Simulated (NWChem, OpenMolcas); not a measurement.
GeCl2 (germanium dichloride): a line through the functionals

GeCl2 has 3 atoms, charge 0, and is taken as a singlet. SMILES: `Cl[Ge]Cl`. The coordinates come from a PBE0-D4/def2-TZVP relaxation.

The HOMO–LUMO gap y, in eV, basis aug-cc-pVDZ; a is the functional's share of exact exchange. Programs: NWChem 7.3.0, OpenMolcas 26.06.

```
functional     program     a  y (eV)
      BLYP  OpenMolcas     0    3.19
      TPSS  OpenMolcas     0    3.33
     B3LYP      NWChem   0.2       ?
      PBE0  OpenMolcas  0.25    5.04
     BHLYP  OpenMolcas   0.5    6.83
```

**Question.** Fit y = c + s·a to the known rows and predict B3LYP.

**Answer.** 
1. Means of the 4 rows: a = 0.1875, y = 4.598.
2. Σ(Δa)² = 0.17188, Σ(Δa·Δy) = 1.2269, so the slope is 1.2269/0.17188 = 7.1381.
3. Intercept: 4.598 − (7.1381) × 0.1875 = 3.260. The largest residual of the fit is 0.071.
4. B3LYP: 3.260 + (7.1381) × 0.2 = 4.69 eV.

The run gave 4.65 eV, so the prediction is off by +0.04 eV, within the largest residual. Exact exchange lowers occupied levels and raises empty ones. The rows mix families of semi-local functionals, which the line can't see.
